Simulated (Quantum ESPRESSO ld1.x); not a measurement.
Results of a calculation; reference values are marked as such.
Q: The mean radii <r> (bohr) of the occupied orbitals of an atom or ion are listed with their occupations. Code: ld1.x of Quantum ESPRESSO 7.5. Model: non-relativistic Kohn-Sham, LDA (Slater exchange, VWN5 correlation), spin-polarised, spherical densities, point nucleus.

| orbital | occ. | <r> |
|---|---|---|
| 1s up | 1 | 0.02926 |
| 1s down | 1 | 0.02926 |
| 2s up | 1 | 0.1259 |
| 2s down | 1 | 0.1259 |
| 2p up | 3 | 0.1072 |
| 2p down | 3 | 0.1072 |
| 3s up | 1 | 0.3309 |
| 3s down | 1 | 0.3307 |
| 3p up | 3 | 0.3203 |
| 3p down | 3 | 0.3201 |
| 3d up | 5 | 0.2889 |
| 3d down | 5 | 0.2886 |
| 4s up | 1 | 0.6831 |

Name the element and its charge. Open shells, if any, are filled with parallel spins first.

A: Z = 52, tellurium, charge +23: Te23+ in [Ar] 3d10 4s1. The 1s radius gives Z: for a bare nucleus <r> = 1.5/Z, 0.02885 bohr for Z = 52, and screening makes it slightly larger (0.02926 here). The occupations add up to 29, and the charge is Z minus that.
